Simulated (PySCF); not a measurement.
# Does the structure fit the spectrum?

A compound C9H11F gives the data below (simulated from a calculation) and was assigned the structure `CCCc1ccc(F)cc1`.

$^{13}$C{$^{1}$H} NMR (computed): δ 153.0 (C), 133.8 (CH, 2C), 132.2 (CH), 128.8 (CH, 2C), 98.7 (C), 32.6 (CH3, 2C).

$^{1}$H NMR (600 MHz, computed): δ 7.68 (m, 2H), 7.65 (m, 2H), 7.57 (m, 1H), 1.65 (m, 6H).

No relativistic terms, a single conformation, isolated molecule, rapidly exchanging positions averaged. σ from GIAO-PBE0/pcSseg-1; coordinates at the GFN2-xTB level; PySCF.

Referencing at the same level of theory: $^{1}$H (31.72 ppm), $^{13}$C (186.93 ppm) vs TMS.

(1) Compare with the shifts computed for the proposed structure, pairing carbons in order of shift.

(2) Which isomer fits?

Results:

(1) Atoms are numbered as in `[CH3:1][CH2:2][CH2:3][c:4]1[cH:5][cH:6][c:7]([F:8])[cH:9][cH:10]1`. Each H is labelled by its parent atom.

| atom | computed for proposal | given list | difference |
| --- | --- | --- | --- |
| C7 | 171.2 | 153.0 | +18.2 |
| C4 | 145.2 | 133.8 | +11.4 |
| C5 | 135.0 | 133.8 | +1.2 |
| C10 | 135.0 | 132.2 | +2.8 |
| C6 | 121.3 | 128.8 | -7.5 |
| C9 | 121.3 | 128.8 | -7.5 |
| C3 | 44.0 | 98.7 | -54.7 |
| C2 | 34.9 | 32.6 | +2.3 |
| C1 | 17.7 | 32.6 | -14.9 |

The rms difference is 20.6 ppm and the largest -54.7 ppm at C3 (sp3 CH2 on an aromatic ring). The proposal also would give 7 carbon signals, not 6. The carbon types in order of shift don't match either: C, C, CH, CH, CH, CH, CH2, CH2, CH3 for the proposal against C, CH, CH, CH, CH, CH, C, CH3, CH3 in the data. The proposal doesn't fit.

(2) PhCF(CH3)2.

- Carbon types of the structure: 2 × C, 5 × CH, 2 × CH3, which accounts for all hydrogens.
- δC 153.0: substituted aromatic carbon.
- δC 133.8, 132.2, 128.8: aromatic CH; the aromatic region.
- δC 98.7: fully substituted sp3 carbon bonded to F, on an aromatic ring; deshielded by the electronegative neighbour.
- δH 7.68, 7.65, 7.57: hydrogen on an aromatic CH; the ring current deshields protons in the ring plane.

This is the structure that produced the data.

Splittings by $^{19}$F in the carbon and heteronuclear signals aren't shown, as no couplings were computed. Shifts are as computed. Against solution values, carbons near 30 ppm lie about +3 ppm off and those near 130 ppm about +5 ppm. Of 1211 compounds with measured shifts, 218 miss one by over three times the rms of a fit or turn the order of signals round; such compounds aren't used in these exercises. No couplings were computed; multiplicities are counted from neighbouring protons, with m where these are inequivalent, close in shift, in a saturated or five-membered ring or joined by F or P, and br s for small geminal =CH2 splittings.
